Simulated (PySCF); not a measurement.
PbHI, SMILES [I][PbH] (connectivity only; charge and spin as stated), neutral, multiplicity 1. Atoms are numbered in the order given.

```xyz
3

Pb     0.0233     1.1065     0.0000
H     -1.8312     1.2321     0.0000
I     -0.0015    -1.7352     0.0000
```

Geometry optimised at B3LYP-D3(BJ)/def2-TZVP. The def2 effective core potentials stand for the cores of I, Pb; spin–orbit coupling is left out.

Level of theory: B3LYP-D3(BJ)/def2-TZVP in PySCF.

Frequencies are harmonic and unscaled.

**Question.** List the normal modes with their intensities. (The exact figures need the calculation; the answer reports its results.)

**Answer.** 
```csv
mode,ν (cm⁻¹),IR (km/mol),Raman (Å⁴/amu),depolarisation,moving atoms (share of kinetic energy)
1,158,15.6,10.1,0.27,"I 62 %, Pb 38 %"
2,490,34.9,26.1,0.68,H 99 %
3,1585,443.1,259.1,0.34,H 99 %
```
